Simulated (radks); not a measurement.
Q: Ionisation ladder of molybdenum, from Mo26+ to Mo28+. Each ion is in the ground configuration listed by NIST, and IE = E(next ion) - E(this ion). Calculated with a radial shooting solver on a logarithmic mesh with Libxc functionals: Dirac Kohn-Sham, PBE, spin-unpolarised, spherical densities, finite nucleus; open shells are shared between the two j in proportion to 2j + 1; Fermi nuclear charge, rms radius 4.4091 fm.

| species | configuration | IE, Delta-SCF (eV) | -e(HOMO) (eV) | HOMO | <r> HOMO (bohr) |
|---|---|---|---|---|---|
| Mo26+ | [Ne] 3s2 3p4 | 1396.6 | 1357.5 | 3p3/2 | 0.372 |
| Mo27+ | [Ne] 3s2 3p3 | 1458.6 | 1419.0 | 3p3/2 | 0.369 |
| Mo28+ | [Ne] 3s2 3p2 | ? | 1481.1 | 3p3/2 | 0.365 |

Estimate the withheld Delta-SCF values.

A: Mo28+: 1521.1 eV (NIST 1537).

Beside tabulated values, note that spin-unpolarised runs miss the spin-polarisation part of the exchange energy of open shells.
